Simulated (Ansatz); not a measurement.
Born–Oppenheimer molecular dynamics of H4SeSi (6 atoms, charge 0, multiplicity 1). It goes on from the last frame of an earlier run, with new velocities.

Theory: RKS B3LYP/def2-SVP in Ansatz 0.2.0.

```yaml
ensemble: NVE (velocity Verlet)
time_step: 0.5 fs
steps_asked: 100
starting_velocities_drawn_for: 500 K
seed: 714093
```

First frame:

```xyz
6
Properties=species:S:1:pos:R:3
Si -0.244 -0.237 -0.469
Se 0.907 -0.250 1.508
H -1.601 0.371 -0.329
H -0.371 -1.676 -0.869
H 0.505 0.508 -1.502
H 0.776 1.219 1.706
```

Q: What does the run give?

A: The run went to its last step.

```json
{"steps done": "100", "time covered": "50 fs", "mean temperature over the second half": "254 K", "spread of the potential energy over the second half": "1.8 meV per atom", "mean potential energy of the second half above the start": "21.3 meV per atom"}
```

The conserved energy stayed within 0.095 meV per atom of its start (net change 0.052 meV per atom), so the integration is sound. A run of 0.05 ps of so small a system gives no equilibrium averages.

Q: What happens to the structure?

A: The same pairs are bonded in the first frame and the last. Pairs count as bonded within 1.25 times the sum of covalent radii (0.12 Å more for H–H). Another seed would give other details.

Q: How do temperature and energy run in time?

A: 
```
time (fs)  T (K)  potential energy less start (eV)  conserved less start (meV/atom)
      0.0    500                             0.000                             0.00
      1.5    463                             0.019                             0.02
      3.0    374                             0.066                             0.06
      4.5    290                             0.109                             0.07
      6.0    234                             0.138                             0.05
      7.5    180                             0.166                             0.04
      9.0    109                             0.203                             0.06
     10.5     61                             0.227                             0.09
     12.0     82                             0.217                             0.08
     13.5    152                             0.180                             0.05
     15.0    223                             0.144                             0.03
     16.5    268                             0.120                             0.04
     18.0    299                             0.104                             0.05
     19.5    332                             0.087                             0.05
     21.0    356                             0.075                             0.03
     22.5    343                             0.082                             0.03
     24.0    300                             0.104                             0.05
     25.5    259                             0.125                             0.06
     27.0    234                             0.138                             0.06
     28.5    224                             0.143                             0.06
     30.0    227                             0.142                             0.05
     31.5    236                             0.137                             0.05
     33.0    251                             0.129                             0.05
     34.5    269                             0.120                             0.04
     36.0    278                             0.115                             0.04
     37.5    282                             0.113                             0.05
     39.0    288                             0.110                             0.04
     40.5    283                             0.112                             0.03
     42.0    257                             0.126                             0.05
     43.5    233                             0.139                             0.07
     45.0    232                             0.139                             0.06
     46.5    247                             0.131                             0.05
     48.0    258                             0.125                             0.04
     49.5    255                             0.127                             0.05
```

The run took 3.2 min on 1 thread of Arm Neoverse V2, on a shared host, peak memory 0.14 GiB.
